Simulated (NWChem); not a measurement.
Molecule: SeCl4; SMILES Cl[Se](Cl)(Cl)Cl

```xyz
5

Se     0.0000     0.0000     0.3738
Cl     1.7210     0.0000    -1.0241
Cl     0.0000     2.3433     0.6159
Cl    -1.7210     0.0000    -1.0241
Cl     0.0000    -2.3433     0.6159
```
Atoms are numbered in this order, from 1.

All runs: NWChem. The geometry was optimised at PBE-D3(BJ)/def2-SVP. Vzz is the largest principal value of the second derivative of the potential at the nucleus (NWChem prints the opposite sign); η is the asymmetry. Non-relativistic.

For level PBE/def2-TZVP:

| Property | Result |
|---|---|
| Vzz Se1 (a.u.) | 1.253 |
| η Se1 | 0.50 |
| Vzz Cl4 (a.u.) | 3.978 |
| Vzz Cl5 (a.u.) | 2.222 |

Question: What are these values for level B3LYP/def2-TZVP?

Answer: The vzz Se1 (a.u.) is 1.401 and the η Se1 comes out as 0.75. The vzz Cl4 (a.u.) is 4.351 and the vzz Cl5 (a.u.) is 2.381.
